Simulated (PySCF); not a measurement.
NMR data sheet: C5H10ClNSi2

```yaml
Formula: C5H10ClNSi2
SMILES: N#C[C@@H]1[C@@H]([SiH2][SiH3])C[C@@H]1Cl
Point_group_of_the_computed_structure: C1
Degrees_of_unsaturation: 3
Carbon_signals: 5
Proton_signals: 8
```

Atoms are numbered as in `[N:1]#[C:2][C@@H:3]1[C@@H:4]([SiH2:5][SiH3:6])[CH2:7][C@@H:8]1[Cl:9]`; H(Xn) means a hydrogen on atom n. Ha(C7) is cis to C2 on the ring; Ha(Si5) is pro-R; Hb(Si5) is pro-S; Hb(C7) is trans to C2 on the ring.

[PySCF 2.14.0 with density-fitted response routines: geometry: GFN2-xTB; GIAO PBE0/pcSseg-1 shieldings; single conformer; one averaged value for each set of equivalent atoms; gas phase; no relativistic terms]

Referencing at the same level of theory: TMS for ¹H (σ = 31.72 ppm), ¹³C (σ = 186.93 ppm), ²⁹Si (σ = 349.16 ppm); ¹⁵N (σ = 267.73 ppm) vs NH3.

| carbon | δC, type | δH (multiplicity) | HMBC from (2–3 bonds) | span of the C tensor (ppm) |
| --- | --- | --- | --- | --- |
| C2 | 123.5, C | – | H(C8), H(C3), H(C4) | 352 |
| C3 | 37.6, CH | 2.95 (m) | H(C8), Hb(Si5), Ha(Si5), Ha(C7), Hb(C7), H(C4) | 42 |
| C4 | 17.9, CH | 1.98 (m) | H(C8), Hb(Si5), Ha(Si5), H(Si6), H(C3), Ha(C7), Hb(C7) | 34 |
| C7 | 36.7, CH2 | Hb(C7) 2.29 (m); Ha(C7) 2.80 (m) | H(C8), Hb(Si5), Ha(Si5), H(C3), H(C4) | 51 |
| C8 | 55.3, CH | 4.41 (m) | H(C3), Ha(C7), Hb(C7), H(C4) | 63 |

Other nuclei:
```csv
atoms,nucleus,environment,δ (ppm),σ (ppm)
Hb(Si5),¹H,"hydrogen on a silicon bonded to C, Si",4.04,27.68
Ha(Si5),¹H,"hydrogen on a silicon bonded to C, Si",3.85,27.87
H(Si6),¹H,hydrogen on a silicon bonded to Si,3.46,28.26
Si5,²⁹Si,"silicon bonded to C, Si, 2 H",-63.3,412.4
Si6,²⁹Si,"silicon bonded to Si, 3 H",-120.7,469.9
N1,¹⁵N,nitrile nitrogen,313.9,-46.2
```

- Carbon types of the structure: 1 × C, 3 × CH, 1 × CH2, leaving 5 H on heteroatoms.
- δC 123.5: nitrile carbon; C≡N carbons fall here, among the sp2 signals but without a proton.
- δC 55.3: sp3 CH bonded to Cl; the inductive effect lowers its shielding.
- δC 37.6: sp3 CH α to a nitrile; a saturated carbon with 3 carbon neighbours and no heteroatom attached.
- δC 36.7: sp3 CH2 in a ring; saturated and bonded to C and H only.
- δH 4.41: hydrogen on an sp3 CH bonded to Cl; its carbon carries Cl, which withdraws density.

Carbons that carry Cl, above all several Cl atoms, come out too deshielded, partly because spin–orbit coupling is missing. Shifts are as computed. Against solution values, carbons near 30 ppm lie about +3 ppm off and those near 130 ppm about +5 ppm; carbons on Cl a further +6 ppm. Of 1309 compounds with measured shifts, 239 miss one by over three times the rms of a fit or turn the order of signals round; such compounds aren't used in these exercises. Experimental scales use liquid or dissolved standards, which lie at an offset from isolated NH3 (liquid NH3: subtract about 20 ppm). Unscaled 15N shifts of sp2 nitrogen come out 20 to 40 ppm too high even then. No couplings were computed; multiplicities are counted from neighbouring protons, with m where these are inequivalent, close in shift, in a saturated or five-membered ring or joined by F or P, and br s for small geminal =CH2 splittings.
